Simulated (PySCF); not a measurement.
Excitations are Tamm–Dancoff values on a coarser integration grid. The basis has no diffuse functions, so Rydberg states are missing or too high.

Z-matrix (Å, degrees):
```
Si
O 1 1.6328
H 2 0.9594 1 117.55
C 1 1.6894 2 127.67 3 0.08
H 4 1.0827 1 125.19 2 0.00
H 4 1.0844 5 116.09 1 -180.00
H 1 1.4709 2 107.01 3 -179.93
```
Charge 0, spin multiplicity 1.

Task: Give the S1 oscillator strength, S1 excitation (TDA), LUMO, T1 excitation (TDA) and brightest of the four lowest singlets (TDA) at the level PBE0-D3(BJ)/def2-TZVP in PySCF 2.14.0.

Result: 
| Property | Value |
|---|---|
| S1 oscillator strength | 0.024 |
| S1 excitation (TDA) | 5.01 eV |
| LUMO | -0.28 eV |
| T1 excitation (TDA) | 3.24 eV |
| brightest of the four lowest singlets (TDA) | 5.80 eV |
